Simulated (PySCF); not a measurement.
Si(AsH2)(F)2(H) (AsF2H3Si), SMILES F[SiH](F)[AsH2].

Geometry: B3LYP-D3(BJ)/def2-SVP.

These are PBE0/def2-TZVP (PySCF) values and carry that method's errors.

The molecule is in vacuum.

- total energy: -2726.50922 hartree
- point group: Cs
- highest occupied level: -8.03 eV
- lowest empty level: -0.15 eV
- orbital gap: 7.88 eV
- dipole moment: 2.01 D
- quadrupole, principal values (traceless, Buckingham form, about the centre of nuclear charge): -1.85, -0.72, 2.57 D·Å
- mean static polarisability: 55.1 bohr³ (8.17 Å³)
- polarisability, principal values: 49.1, 49.4, 66.9 bohr³
